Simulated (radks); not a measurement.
Results of a calculation; reference values are marked as such.
Level of theory: scalar-relativistic Kohn-Sham, r2SCAN, spin-polarised, spherical densities, finite nucleus; open shells are filled with parallel spins first (spin-orbit coupling, left out, can overturn this in heavy ions); meta-GGA in the generalised Kohn-Sham scheme; Fermi nuclear charge, rms radius of each element as measured or else 0.836 A^(1/3) + 0.57 fm (a radial shooting solver on a logarithmic mesh with Libxc functionals). Each species is in its NIST ground configuration. Rank Ru4+, Sr4+, In4+, Zr4+, Sn4+, Sb4+, Te4+, Tc4+, Xe4+, Rb4+, Rh4+, Ag4+, I4+, Nb4+, Pd4+, Cd4+, Mo4+ by mean radius of the outermost orbital (bohr), largest first.

Answer. I4+ 2.03, Sb4+ 1.95, Xe4+ 1.93, Te4+ 1.87, Nb4+ 1.60, Rb4+ 1.51, Mo4+ 1.51, Sr4+ 1.45, Tc4+ 1.43, Ru4+ 1.36, Zr4+ 1.31, Rh4+ 1.29, Pd4+ 1.25, Ag4+ 1.20, Cd4+ 1.15, In4+ 1.11, Sn4+ 1.07.
